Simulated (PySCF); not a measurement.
The same groups moved round the core (trisilane hydroxy+silyl). All species are isolated molecules in the gas phase. One relaxed conformer stands for each flexible species; it need not be the lowest. Strings in code marks are SMILES.

These are PBE-D3(BJ)/def2-TZVP // PBE0-D3(BJ)/def2-TZVP (PySCF) values and carry that method's errors. All candidates: neutral, multiplicity 1. Excitations are Tamm–Dancoff values on a coarser integration grid. The basis has no diffuse functions, so Rydberg states are missing or too high.

| Item | Value |
|---|---|
| HOMO–LUMO gap | 5.27 eV |
| S1 excitation (TDA) | 5.46 eV |
| HOMO | -6.74 eV |

Task: Say which member has these values.
A) `O[Si@@H]([SiH3])[SiH2][SiH3]` (H–O–Si–Si torsion 56°, Si–Si–Si–Si torsion 172°)
B) `O[Si]([SiH3])([SiH3])[SiH3]` (H–O–Si–Si torsion 60°)
C) `O[SiH2][SiH]([SiH3])[SiH3]` (H–O–Si–Si torsion 180°, O–Si–Si–Si torsion -62°)

Result: C, `O[SiH2][SiH]([SiH3])[SiH3]` (H–O–Si–Si torsion 180°, O–Si–Si–Si torsion -62°). The others give `O[Si@@H]([SiH3])[SiH2][SiH3]` (H–O–Si–Si torsion 56°, Si–Si–Si–Si torsion 172°): 4.67 eV, 4.96 eV, -6.39 eV; `O[Si]([SiH3])([SiH3])[SiH3]` (H–O–Si–Si torsion 60°): 4.47 eV, 4.65 eV, -6.34 eV
